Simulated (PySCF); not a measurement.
C₃H₉O₂Si, SMILES CO[Si](C)(C)[O], multiplicity 2.

Geometry: PBE-D3(BJ)/def2-SVP. The isomer is the one that the SMILES or the coordinates give; other isomers of the formula were not compared. The values are those of a single conformer.

These are PBE-D3(BJ)/def2-SVP in PySCF 2.14.0 values and carry that method's errors.

Frequencies are harmonic and unscaled.

```tsv
mode	ν (cm⁻¹)	IR (km/mol)	moving atoms (share of kinetic energy)
1	72	3.2	C 39 %, H 30 %, O 29 %
2	87	0.2	H 95 %
3	106	0.0	H 96 %
4	124	0.2	H 93 %
5	139	6.0	C 43 %, H 34 %, O 19 %
6	168	1.4	O 37 %, C 33 %, H 24 %
7	182	3.4	C 39 %, O 33 %, H 22 %
8	226	2.4	O 30 %, H 25 %, Si 23 %, C 21 %
9	241	15.2	O 44 %, Si 21 %, C 20 %, H 15 %
10	347	9.3	O 45 %, C 20 %, Si 20 %, H 16 %
11	578	0.2	C 63 %, H 16 %, Si 12 %, O 10 %
12	649	14.9	C 32 %, H 26 %, O 23 %, Si 19 %
13	668	1.1	H 78 %, C 19 %
14	703	10.0	H 51 %, O 21 %, C 18 %, Si 9 %
15	730	18.5	H 58 %, C 23 %, Si 12 %
16	764	28.1	H 57 %, C 20 %, O 13 %, Si 9 %
17	799	53.0	H 48 %, Si 25 %, C 18 %, O 9 %
18	868	92.9	Si 43 %, O 31 %, H 18 %
19	1109	184.6	O 42 %, C 36 %, H 21 %
20	1136	1.0	H 76 %, C 19 %
21	1149	12.6	H 78 %, C 19 %
22	1167	70.5	H 56 %, C 22 %, O 20 %
23	1192	4.2	H 79 %, C 20 %
24	1348	2.6	H 95 %
25	1371	7.2	H 95 %
26	1374	1.8	H 95 %
27	1385	10.1	H 96 %
28	1415	9.6	H 92 %
29	1424	3.0	H 96 %
30	1425	11.1	H 94 %
31	2920	76.4	H 97 %
32	2978	1.2	H 97 %
33	2986	1.5	H 97 %
34	2995	30.5	H 90 %, C 9 %
35	3032	24.4	H 91 %, C 9 %
36	3092	1.3	H 91 %, C 9 %
37	3093	3.6	H 91 %, C 9 %
38	3101	1.5	H 91 %, C 9 %
39	3118	1.0	H 90 %, C 10 %
```
